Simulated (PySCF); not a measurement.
A species of formula C3H14Si3 has this rotational fingerprint, computed with PBE0-D3(BJ)/def2-SVP geometry optimisation, gas phase in PySCF 2.14.0:

```
Rotational constants : A = 1691, B = 1429, C = 1306 MHz
Dipole components    : |μa| = 0.75 D, |μb| = 0.00 D, |μc| = 0.70 D
Inertial defect      : -265.34 u·Å²
κ                    : -0.36
```

Question: Which candidate fits, each taken in the one conformer that was computed?
A. `CCC([SiH3])([SiH3])[SiH3]`
B. `[CH3:1][CH2:2][CH2:3][SiH:4]([SiH3:5])[SiH3:6]` with C1–C2–C3–Si4 59°, C2–C3–Si4–Si5 -77°

Answer: A. It is CCC([SiH3])([SiH3])[SiH3], an asymmetric top, point group Cs. The candidates at the same level (rigid rotor, commonest isotopes):

```csv
SMILES,A (MHz),B (MHz),C (MHz),μa (D),μb (D),μc (D),Δ (u·Å²),point group,rotor
CCC([SiH3])([SiH3])[SiH3],1691,1429,1306,0.75,0.00,0.70,-265.34,Cs,asymmetric top
CCC[SiH]([SiH3])[SiH3],1508,1388,959.2,1.24,0.05,0.35,-172.43,C1,asymmetric top
```

`CCC[SiH]([SiH3])[SiH3]` has C 27 % too low. In the right answer the mirror of this Cs structure is the ac plane, so μb vanishes by symmetry. No structure here is proved a minimum.
